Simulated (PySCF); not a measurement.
# Potential energy of InN along the bond

Set-up: In aug-cc-pVDZ-PP with ECP28, N aug-cc-pVDZ; scalar-relativistic core potentials (PySCF 2.14). Energies in eV from In + N in their ground configurations at the same level. All curves are PBE0. state 1: ³Σ⁻ (triplet), unpaired electrons π ↑↑; state 2: ³Π (triplet), unpaired electrons σ ↑, π ↑, a second solution, started from another occupation; state 3: Ms = 0 determinant of mixed spin (⟨S²⟩ near 1.0), unpaired electrons π ↑↓, a mixture of terms (⟨Lz²⟩ = 2.0), a second solution, started from another occupation; state 4: Ms = 0 determinant of mixed spin (⟨S²⟩ near 1.0), unpaired electrons σ ↓, π ↑, a second solution, started from another occupation.

```tsv
R (Å)	state 1	state 2	state 3	state 4
1.929	-1.186	-1.371	-0.649	-0.989
2.019	-1.563	-1.534	-1.024	-1.122
2.108	-1.766	-1.569	-1.225	-1.129
2.176	-1.835	-1.537	-1.292	-1.079
2.243	-1.853	-1.472	-1.307	-0.996
2.310	-1.831	-1.385	-1.282	-0.892
2.400	-1.759	-1.246	-1.202	-0.729
2.512	-1.622	-1.060	-1.054	-0.507
2.647	-1.423	-0.845	-0.835	-0.233
2.826	-1.148	-0.608	-0.516	0.112
```

Put a parabola through the three lowest points of the state 1 curve and estimate Re, k and ωe (reduced mass 12.48 u; 1 eV/Å² = 0.16022 mdyn/Å; ωe = 1302.8·√(k/μ) cm⁻¹).

Through R = 2.176, 2.243, 2.31 Å the second-order coefficient is 4.46 eV/Å², so Re ≈ 2.240 Å, k ≈ 1.43 mdyn/Å and ωe ≈ 441 cm⁻¹. A polynomial fit of higher order to the unrounded PBE0 energies gives Re = 2.237 Å, k = 1.42 mdyn/Å, ωe = 440 cm⁻¹; anharmonicity and rounding make the difference.

The higher-order fit for each curve: state 1: Re = 2.237 Å, ωe = 440 cm⁻¹, De = 1.85 eV; state 2: Re = 2.094 Å, ωe = 491 cm⁻¹, minimum 1.57 eV below the ground-state fragments; state 3: Re = 2.231 Å, ωe = 449 cm⁻¹, minimum 1.31 eV below the ground-state fragments; state 4: Re = 2.068 Å, ωe = 515 cm⁻¹, minimum 1.14 eV below the ground-state fragments.

⟨S²⟩ of the unrestricted solution departs from its pure value on part of the curve, where spin states mix. These are scalar-relativistic numbers at best; spin–orbit coupling would shift them, the dissociation energy most. The state was picked by a PBE0 search and need not be the measured ground state.
